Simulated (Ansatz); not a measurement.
`N#[C][InH2]` + H₂O → `N#CO` + `[InH3]` at 500 K and 1 bar (formal hydrolysis of a C–In bond).

Computed with Ansatz on PBE0-D4/def2-TZVP structures; ΔE is electronic, products minus reactants. CBS: MP2 limit from def2 TZ/QZ plus the TZ coupled-cluster correction, frozen cores. This one scheme is used for every species. Elements past krypton have def2 core potentials. For In outer-core shells are correlated without core-valence functions, which leaves a few kJ/mol of doubt a bond. Each species was taken in one conformer, which may not be the lowest.

```tsv
species	CCSD(T)/CBS energy (Eh)	H − E (kJ/mol)	S (J/(mol·K))
`N#[C][InH2]`	-283.72690	81.2	332.5
H₂O	-76.37941	73.2	206.3
`N#CO`	-168.48100	78.6	266.9
`[InH3]`	-191.56739	65.2	255.5
```

H − E and S are ideal-gas, rigid-rotor, harmonic terms from PBE0-D4/def2-TZVP, for one conformer and one mirror image of each species. 1 Eh = 2625.50 kJ/mol, R = 8.31446 J/(mol·K).

**Question.** By hand: ΔE, ΔH, ΔS and ΔG.

**Answer.** ΔE = (-168.48100) + (-191.56739) − (-283.72690) − (-76.37941) = 0.05792 Eh = 152.1 kJ/mol. Δ(H − E) = 78.6 + 65.2 − 81.2 − 73.2 = -10.6, so ΔH = 141.5 kJ/mol. ΔS = 266.9 + 255.5 − 332.5 − 206.3 = -16.4 J/(mol·K). ΔG = 141.5 − 500 × (-16.4)/1000 = 149.7 kJ/mol.

**Question.** By hand: the equilibrium constant, and the temperature at which ΔG would vanish if ΔH and ΔS stayed fixed.

**Answer.** log₁₀ K = −ΔG/(RT ln 10) = -15.6. ΔH and −TΔS have one sign here, so there is no such temperature.

ΔH outweighs TΔS. A doubt of 5 kJ/mol in ΔE shifts log₁₀ K by 0.5 here. Other conformers and mirror images would add mixing entropy, several J/(mol·K) or more a flexible species. These are equilibria of isolated gas molecules and say nothing of rates. Largest T1 diagnostic: 0.015 (customary marks: 0.02 for closed shells, 0.045 for open ones).
